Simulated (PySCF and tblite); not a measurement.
The numbers below are computed, except where a source is named.
C5H7F3O2, numbered as in [F:1][C:2]([F:3])([F:4])[CH:5]1[O:6][CH2:7][CH2:8][CH2:9][O:10]1.

Search: ETKDG and KDG, MMFF94s, GFN2-xTB, 90 starts; geometries at PBE0-D3(BJ)/def2-SVP. Weights use PBE0-D3(BJ)/def2-SVPD energies plus GFN2-xTB zero-point and thermal terms (modes under about 100 cm⁻¹ blended into free rotors). Symmetry numbers and mirror images are counted. Conformers within 4 kcal/mol (GFN2-xTB free energy) were kept, 5 at most. Codes: tblite and PySCF.

The 6-ring runs over atoms 5–6–7–8–9–10. Of a mirror pair one member is shown.

```
conformer                                                                          shape   symmetry  E(GFN2) kcal/mol
        1                                     6-ring chair (all substituents equatorial)         Cs              0.21
        2                    6-ring twist-boat (ring torsions -67, 23, 38, -64, 23, 43°)  C1 (pair)              2.77
        3  6-ring between boat and twist-boat (ring torsions -51, 59, -16, -38, 51, -3°)  C1 (pair)              2.67
        4                                                        6-ring chair (C2 axial)         Cs              0.00
```

Task: Which of these conformers is the most populated at 298.15 K, and with what share?

Result: Conformer 1, about 97 %.

Task: Give the DFT energies and free energies relative to the lowest, and all weights.

Result: 
```
conformer                                                                          shape  E(DFT) kcal/mol  G(298.15 K) kcal/mol  weight %
        1                                     6-ring chair (all substituents equatorial)             0.00                  0.00      97.0
        2                    6-ring twist-boat (ring torsions -67, 23, 38, -64, 23, 43°)             3.93                  3.31       0.4
        3  6-ring between boat and twist-boat (ring torsions -51, 59, -16, -38, 51, -3°)             5.03                  4.72       0.0
        4                                                        6-ring chair (C2 axial)             1.79                  2.15       2.6
```

Task: How does its share change from 150 K to 400 K?

Result: From 100 % to 92 %; the mixing entropy goes from 0.01 to 0.70 cal/(mol K).
